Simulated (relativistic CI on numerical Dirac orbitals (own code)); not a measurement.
**Mn⁵⁺: resonant inelastic scattering at the M2,3 edge**

Computed with this model: Dirac-Coulomb-Breit CI, separate exchange-only KLI orbitals for each configuration, model QED (radiative potential, 1s self-energy scaled to tabulated hydrogen-like ionisation energies), valence Slater integrals scaled by 0.8, Kramers-Heisenberg scattering through one core-hole configuration in a parametric crystal field; configurations [Ar] 3d2 → [Ne] 3s2 3p5 3d3; 10 K; core-hole width 0.8 eV; summed over polarisations. Incident energies are the highest absorption maxima for each field (at most a few, so the weaker spin-orbit partner edge can be absent), on the computed scale of the free ion. Intensities are in per cent of the strongest line above 0.02 eV; levels within 1 cm⁻¹ are merged; final levels count from the ground level, the first row holds all elastic scattering, lines under 0.4 are left out and each table stops after 24 rows. The scale of the Slater integrals is a model choice and moves the terms in proportion.

Field parameters in Wybourne normalisation: Oh B⁴₀ = 21Dq, B⁴₄ = √(5/14) B⁴₀. The field is a parameter set, without covalency.

S is read from ⟨S²⟩ = S(S + 1).

Oh, 10Dq = 5900 cm⁻¹:

```
Final level (eV)  Degeneracy  Irrep     S  58.7 eV  65.1 eV  68.7 eV
           0.000           2      E  1.00     83.0    286.1     88.3
           0.009           3     T2  1.00     46.2     45.3     49.3
           0.093           3     T1  1.00      1.6     21.1      5.7
           0.138           1     A1  1.00      0.9     34.6      4.9
           0.648           1     A2  1.00      4.0     23.3     13.4
           0.653           3     T2  1.00     31.5     52.3     77.8
           0.694           3     T1  1.00      6.0     25.7     22.9
           0.700           2      E  1.00      8.4     35.4     17.5
           1.413           3     T2  1.00      3.2    100.0     45.5
           2.000           3     T2  0.03      0.1      2.5      3.0
           2.107           2      E  0.04      0.1      2.6      0.7
           2.620           1     A1  1.00      0.1      0.6     50.3
           2.651           3     T1  1.00      0.1     10.3     42.9
           2.706           3     T2  0.99      0.5      8.4      6.6
           2.708           2      E  0.99      0.2     12.5     30.6
           3.138           3     T2  0.01      0.1      0.5      0.1
           3.757           2      E  0.00      0.1      1.0      0.4
           7.493           1     A1  0.00      0.0      0.0      0.8
```

Oh, 10Dq = 13250 cm⁻¹:

```
Final level (eV)  Degeneracy  Irrep     S  59.3 eV  65.5 eV  69.5 eV
           0.000           2      E  1.00     88.2    270.0     45.9
           0.004           3     T2  1.00     31.0     80.5     19.4
           0.085           3     T1  1.00      4.3     59.5      6.7
           0.125           1     A1  1.00      3.0     36.5      4.5
           1.468           1     A2  1.00      5.3      0.9     11.1
           1.470           3     T2  0.99     31.0     47.3     51.5
           1.511           3     T1  1.00      9.4     11.5     20.3
           1.513           2      E  1.00      7.0     16.5     19.0
           2.047           3     T2  0.04      0.2      4.4      1.8
           2.106           2      E  0.01      0.3      2.0      0.2
           3.137           3     T2  1.00      2.0    100.0     54.2
           3.360           1     A1  1.00      0.7      0.5     34.5
           3.391           3     T1  1.00      0.4     18.9     29.6
           3.435           3     T2  0.99      1.4     16.4     10.5
           3.439           2      E  1.00      0.7     23.2     33.6
           3.835           3     T2  0.03      0.2      4.0      0.5
           4.243           3     T1  0.00      0.3      0.2      0.4
           5.403           2      E  0.00      0.3      2.0      0.2
```

Oh, 10Dq = 20650 cm⁻¹:

| Final level (eV) | Degeneracy | Irrep | S | 59.8 eV | 65.9 eV | 70.2 eV |
| --- | --- | --- | --- | --- | --- | --- |
| 0.000 | 2 | E | 1.00 | 75.3 | 347.1 | 26.3 |
| 0.003 | 3 | T2 | 1.00 | 21.3 | 85.4 | 6.7 |
| 0.080 | 3 | T1 | 1.00 | 12.5 | 73.8 | 8.5 |
| 0.117 | 1 | A1 | 1.00 | 4.7 | 41.1 | 8.0 |
| 2.018 | 3 | T2 | 0.09 | 2.7 | 3.0 | 1.5 |
| 2.080 | 2 | E | 0.00 | 0.4 | 1.3 | 0.0 |
| 2.332 | 1 | A2 | 1.00 | 6.8 | 2.8 | 4.1 |
| 2.360 | 3 | T2 | 0.97 | 21.0 | 72.4 | 23.0 |
| 2.374 | 3 | T1 | 1.00 | 9.9 | 14.7 | 21.7 |
| 2.375 | 2 | E | 1.00 | 4.6 | 11.6 | 7.7 |
| 4.142 | 1 | A1 | 0.73 | 0.9 | 2.3 | 17.9 |
| 4.208 | 3 | T1 | 1.00 | 0.5 | 22.8 | 20.9 |
| 4.247 | 3 | T2 | 0.99 | 1.2 | 21.1 | 18.4 |
| 4.250 | 1 | A1 | 0.49 | 0.0 | 1.0 | 4.8 |
| 4.251 | 2 | E | 1.00 | 1.0 | 27.5 | 43.4 |
| 4.635 | 3 | T2 | 0.09 | 0.5 | 7.8 | 1.2 |
| 4.933 | 3 | T2 | 0.97 | 0.7 | 100.0 | 22.5 |
| 5.107 | 3 | T1 | 0.00 | 0.3 | 0.6 | 0.4 |
| 7.158 | 2 | E | 0.00 | 0.2 | 1.6 | 0.3 |

For the first field the strongest loss at the lowest incident energy is the level at 0.65 eV (S = 1.00, against 1.00 in the thermal ground state).
